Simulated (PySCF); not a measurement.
**How methods differ on the ionisation energy of Ti²⁰⁺**

Ti²⁰⁺ 1s2 (1S) → Ti²¹⁺ 1s1 (2S), as a difference of total energies. All numbers are calculated (PySCF 2.14, scalar relativity by spin-free X2C-1e, in an even-tempered Gaussian basis (17 s from 18 bohr⁻², ratio 2.2; 7 p from 28 bohr⁻², ratio 2.4; 4 d from 85 bohr⁻², ratio 2.4; 3 f from 130 bohr⁻², ratio 2.4; 3 g from 190 bohr⁻², ratio 2.4)). Correlated levels: nothing frozen; virtual orbitals above 40 to 60 times the deepest correlated orbital energy dropped. The calculations carry no spin-orbit coupling.

```
   method  ionisation energy (eV)
      UHF                  6251.6
      LDA                  6230.9
      PBE                  6249.5
     PBE0                  6250.3
   r2SCAN                  6253.1
  r2SCANh                  6253.1
BHandHLYP                  6252.5
```

Task: Estimate what MP2 (all electrons) gives.

Result: 6252.9 eV, closest to r2SCANh among the rows shown.

Task: Estimate what SCS-MP2 (all electrons) gives.

Result: 6253.1 eV, closest to r2SCAN among the rows shown.

For comparison: 6249.0 eV (theoretical estimate listed by NIST; NIST Atomic Spectra Database, ionization energies).
